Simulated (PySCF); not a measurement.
A side-by-side comparison of computed properties.

First species: AsMe2H, C2H7As.
Geometry (PBE0-D3(BJ)/def2-SVP, Å), atoms numbered from 1 in this order:
```
atom  x, y, z in Å
As1   -0.303   -0.517    1.004
C2     1.379   -0.576   -0.018
H3     1.982    0.306    0.245
H4     1.206   -0.583   -1.104
H5     1.947   -1.474    0.264
C6    -1.182    0.914   -0.023
H7    -2.249    0.949    0.240
H8    -1.081    0.769   -1.108
H9    -0.730    1.877    0.255
H10   -0.969   -1.665    0.246
```

Second species: C8H10P2.
InChI=1S/C8H10P2/c1-6-8(7-2-3-7)10-5-4-9-6/h4-5,7H,2-3H2,1H3

Levels: CAM-B3LYP/def2-SVPD for dipole moment, HOMO energy, LUMO energy, HOMO–LUMO gap, static isotropic polarisability and electronic spatial extent ⟨r²⟩ about the centre of nuclear charge; TDDFT CAM-B3LYP/def2-SVPD for lowest singlet excitation; TDA CAM-B3LYP/def2-SVPD for lowest triplet excitation (Tamm–Dancoff); PBE0-D3(BJ)/def2-SVP for rotational constant A and rotational constant C. Geometries: PBE0-D3(BJ)/def2-SVP. All species are isolated and taken at one optimised geometry, non-relativistic unless stated. Electronic properties by PySCF.

Dipoles, sizes and rotational constants follow the conformer. The torsions of the flexible species, by atom-mapped SMILES:
- `[CH3:1][c:2]1[p:3][cH:4][cH:5][p:6][c:7]1[CH:8]1[CH2:9][CH2:10]1`: P6–C7–C8–C9 -97°

```csv
property,column X,column Y
dipole moment,1.09 D,1.00 D
HOMO energy,-7.77 eV,-8.10 eV
LUMO energy,-1.12 eV,1.14 eV
HOMO–LUMO gap,6.65 eV,9.24 eV
lowest singlet excitation,4.19 eV,6.20 eV
lowest triplet excitation (Tamm–Dancoff),2.45 eV,5.30 eV
static isotropic polarisability,142.4 au,59.2 au
electronic spatial extent ⟨r²⟩ about the centre of nuclear charge,1943 bohr²,349 bohr²
rotational constant A,1.568 GHz,10.779 GHz
rotational constant C,0.579 GHz,4.417 GHz
```

Q: Which column belongs to which species?

A: Column X is the second species and column Y the first. The first has 10 atoms and 52 electrons, the second 20 and 88.

Q: How does each property change from the first species to the second?

A: dipole moment +0.09 D; HOMO energy +0.33 eV; LUMO energy -2.26 eV; HOMO–LUMO gap -2.59 eV; lowest singlet excitation -2.01 eV; lowest triplet excitation (Tamm–Dancoff) -2.85 eV; static isotropic polarisability +83.2 au; electronic spatial extent ⟨r²⟩ about the centre of nuclear charge +1594 bohr²; rotational constant A -9.211 GHz; rotational constant C -3.838 GHz.

On the first: The vertical singlet–triplet gap S1 − T1 is 0.90 eV (TDDFT singlet less Tamm–Dancoff triplet; S1: HOMO→LUMO, weight 0.92; T1: HOMO→LUMO, weight 0.68). No computed singlet falls in the visible range (750 to 380 nm, 1.65 to 3.26 eV); S1 lies 2.94 eV above its blue end. The calculation is non-relativistic and has no spin–orbit coupling, an omission that weighs most on arsenic.

On the second: The polarisability is 21.10 Å³ as a volume (1 au = 0.148185 Å³), or 1.62 au for each of the 88 electrons. In wavenumbers S1 is 33800 cm⁻¹ (1 eV = 8065.54 cm⁻¹).
